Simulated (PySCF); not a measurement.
Species: C5H6ClF3O.
Numbering: `[CH3:1][C@@H:2]([CH2:3][C:4]([F:5])([F:6])[F:7])[C:8](=[O:9])[Cl:10]` (hydrogens: H11, H12, H13 on C1; H14 on C2; H15, H16 on C3)

Structure used (PBE0-D3(BJ)/def2-SVP), in Å, numbered top down from 1:
```
atom  x, y, z in Å
C1    -1.7022   -0.7313   -0.4739
C2    -0.4506   -0.2291    0.2523
C3     0.6844    0.0731   -0.7194
C4     2.0418    0.0934   -0.0650
F5     2.9902    0.4247   -0.9415
F6     2.1021    0.9622    0.9489
F7     2.3556   -1.1113    0.4325
C8    -0.8209    1.0099    1.0418
O9    -0.6500    2.1346    0.7203
Cl10  -1.6744    0.6070    2.5597
H11   -2.0393    0.0010   -1.2232
H12   -2.5228   -0.9072    0.2350
H13   -1.4818   -1.6774   -0.9890
H14   -0.1342   -0.9990    0.9730
H15    0.7262   -0.6981   -1.5018
H16    0.5245    1.0451   -1.2076
```

All values: PBE0/pcSseg-1 and CAM-B3LYP/def2-SVPD (PySCF, non-relativistic), on one gas-phase PBE0-D3(BJ)/def2-SVP geometry that isn't relaxed in the solvent. The solvent is an IEF-PCM continuum (Bondi radii, 1.10 Å for H, scaled by 1.2). The model holds no explicit solvent molecules, cavitation or dispersion.

Gas phase at PBE0/pcSseg-1: HOMO -8.79 eV, LUMO -1.27 eV, dipole 3.60 D.

Q: What does the continuum do to the energy, the frontier levels and the dipole at PBE0/pcSseg-1 in chloroform and dimethylsulfoxide?

A: 
```tsv
solvent	ε	E(solvent) − E(gas) (kcal/mol)	polarisation term (kcal/mol)	distortion of the solute (kcal/mol)	HOMO (eV)	LUMO (eV)	dipole (D)
chloroform	4.711	-4.03	-4.50	0.47	-8.74	-1.18	4.27
dimethylsulfoxide	46.83	-5.65	-6.59	0.94	-8.74	-1.16	4.55
```

The first energy column is the sum of the next two and covers electrostatics alone. From chloroform to dimethylsulfoxide the lowering changes by a factor 1.40, Onsager's factor (ε − 1)/(2ε + 1) by 1.36 and ε itself by 9.9.

Q: Which radius a makes the point-dipole formula ΔE = −[(ε − 1)/(2ε + 1)]·μ²/a³ give the value in dimethylsulfoxide, with the gas-phase dipole?

A: μ = 1.417 au and |ΔE| = 0.00900 Eh give a = 2.52 Å; the farthest nucleus lies 3.17 Å from the centroid of the nuclei, so such a sphere wouldn't even hold the nuclei. The formula assumes a rigid point dipole at the centre of a sphere.

Q: Give the dipole vector in the frame of the coordinates (D, pointing from negative to positive charge), gas and dimethylsulfoxide.

A: Gas (-1.54, -2.41, -2.19), solvent (-1.79, -3.12, -2.78). Its length changes by +26 % and its direction by 2°.

Q: Which ESP-fitted charges (PBE0/pcSseg-1) respond most in chloroform (means over atoms taken as equivalent)?

A: 
```json
{"atoms": "C2", "environment": "sp3 carbon next to a carbonyl", "gas (e)": "+0.427", "solvent (e)": "+0.474", "change": "+0.047"}
{"atoms": "O9", "environment": "carbonyl oxygen", "gas (e)": "-0.313", "solvent (e)": "-0.346", "change": "-0.033"}
{"atoms": "C3", "environment": "chain CH2 carbon", "gas (e)": "-0.446", "solvent (e)": "-0.468", "change": "-0.022"}
{"atoms": "C1", "environment": "methyl carbon", "gas (e)": "-0.437", "solvent (e)": "-0.457", "change": "-0.020"}
{"atoms": "H15", "environment": "methylene hydrogen", "gas (e)": "+0.147", "solvent (e)": "+0.166", "change": "+0.019"}
{"atoms": "Cl10", "environment": "chlorine bonded to C", "gas (e)": "-0.135", "solvent (e)": "-0.151", "change": "-0.016"}
```

Gas phase at CAM-B3LYP/def2-SVPD: HOMO -10.24 eV, LUMO -0.23 eV, dipole 3.66 D.

Q: What does the continuum do to the energy, the frontier levels and the dipole at CAM-B3LYP/def2-SVPD in chloroform?

A: 
```tsv
solvent	ε	E(solvent) − E(gas) (kcal/mol)	polarisation term (kcal/mol)	distortion of the solute (kcal/mol)	HOMO (eV)	LUMO (eV)	dipole (D)
chloroform	4.711	-4.31	-4.89	0.58	-10.17	-0.12	4.43
```

Q: How does the static polarisability (CAM-B3LYP/def2-SVPD, frozen core, with the continuum's full static response) change?

A: 
```
    medium  isotropic (au)  principal values (au)  ⟨r²⟩ of the electrons (bohr²)
       gas            78.8       69.5, 75.8, 91.2                         1833.0
chloroform            95.6      84.0, 92.9, 109.9                         1833.6
```

The isotropic value in chloroform is 1.21 times the gas-phase one; no cavity-field correction is applied. ⟨r²⟩ is taken about the centre of nuclear charge.
